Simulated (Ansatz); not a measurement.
Input file for Ansatz (a first-principles code): R-PBE0/def2-TZVPP on AlAsH4O (SMILES [OH][AlH][AsH2]), a point of a torsion scan.

Ansatz 0.2 input:
```yaml
crystal:
  periodic: [false, false, false]
  atoms:
    - {symbol: O, position_ang: [-1.68052348, -0.67695685, 0.40747879]}
    - {symbol: Al, position_ang: [-0.53004204, 0.39128500, -0.09057256]}
    - {symbol: As, position_ang: [1.78962750, 0.25547508, 0.55781975]}
    - {symbol: H, position_ang: [-2.40886749, -1.24076801, 0.63160638]}
    - {symbol: H, position_ang: [-1.08211946, 1.46906046, -1.05685731]}
    - {symbol: H, position_ang: [1.93827925, -0.60537229, -0.68324860]}
    - {symbol: H, position_ang: [1.37040823, -0.98287937, 1.31972085]}
basis:
  gaussian:
    orbitals: def2-TZVPP
hamiltonian:
  xc: {name: PBE0}
scf: {lower_state_search: off}
```

Output:

```
WARN ansatz: RAYON_NUM_THREADS=1 ignored (pool sized by the plan → 1); use --threads N
Functional definition: PBE0
these checks for a lower state are left out or cut short: stability, starts, cluster_reference, orbital_swaps, neighbouring_geometries, increment
integrals: 0.09 GiB planned
1110 factors; their error is unknown
mean field: 0.81 GiB planned
mean field evaluation 1: about -69534.3492 eV, gradient 6.0e1 eV
mean field evaluation 2: about -69516.1937 eV, gradient 1.1e2 eV
mean field evaluation 4: about -69540.0669 eV, gradient 2.0e0 eV
mean field evaluation 8: about -69540.0770 eV, gradient 3.1e-2 eV
mean field evaluation 16: about -69540.3405 eV, gradient 3.2e-5 eV
mean field -69540.34049095 eV, -2555.5603769066 hartree, gradient 5.3e-6 eV, S^2 0.000000; 0 other end points of the search recorded, 0 dependent functions left out
reference -69540.34052310 eV, -2555.5603780883 hartree; 29, 29 occupied and 148, 148 virtual orbitals, 1110 factors
Total energy: -69540.34052310 eV, -2555.5603780883 hartree
Checks for a lower state left out: stability, starts, cluster_reference, orbital_swaps, neighbouring_geometries, increment
```

Self-consistency was reached.

Cost: very roughly 2.8 core-seconds.
